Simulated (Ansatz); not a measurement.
Consider the hydrogenolysis of the Sn–Si bond: `[SiH3][NH][SnH2][SiH3]` + H₂ → `[SiH3][NH][SnH3]` + SiH₄.

Isolated molecules relaxed with PBE0-D4/def2-TZVP in Ansatz; ΔE leaves out vibrations. CCSD(T)/CBS is the MP2 limit (def2-TZVPP, def2-QZVPP) plus CCSD(T) − MP2 in def2-TZVPP, frozen cores. This one scheme is used for every species. Functionals use def2-TZVPP. def2 core potentials past Kr. For Sn outer-core shells are correlated without core-valence functions, which leaves a few kJ/mol of doubt a bond. Each species was taken in one conformer, which may not be the lowest.

| level | ΔE (kcal/mol) | difference from CCSD(T)/CBS |
| --- | --- | --- |
| PBE-D4 | 4.7 | 1.7 |
| r2SCAN-D4 | 2.9 | -0.1 |
| B2PLYP | 0.0 | -3.0 |
| HF/def2-TZVPP | -6.2 | -9.2 |
| MP2/def2-TZVPP | 2.3 | -0.7 |
| CCSD/def2-TZVPP | -0.4 | -3.4 |
| CCSD(T)/def2-TZVPP | 0.9 | -2.1 |
| SCS-MP2/def2-QZVPP | 1.2 | -1.8 |
| MP2/CBS(def2) | 4.4 | 1.4 |
| CCSD/CBS(def2) | 1.7 | -1.3 |
| CCSD(T)/CBS | 3.0 | 0 |

Largest T1 diagnostic among the species: 0.013.

The D4 term adds +3.1 kcal/mol with B3LYP and +1.8 kcal/mol with PBE0; it sums over pairs of atoms, weighted by their polarisabilities, and B3LYP, whose exchange is more repulsive, gets the larger term. From PBE to PBE0 (25 % exact exchange), in def2-TZVPP and without D4, ΔE moves by −1.1 kcal/mol. In def2-TZVPP, CCSD(T) changes the Hartree–Fock value by +7.1 kcal/mol (the triples alone add +1.3 kcal/mol) and MP2 by +8.5 kcal/mol.

B3LYP here is the variant with VWN-RPA as its local correlation; programs differ in this.
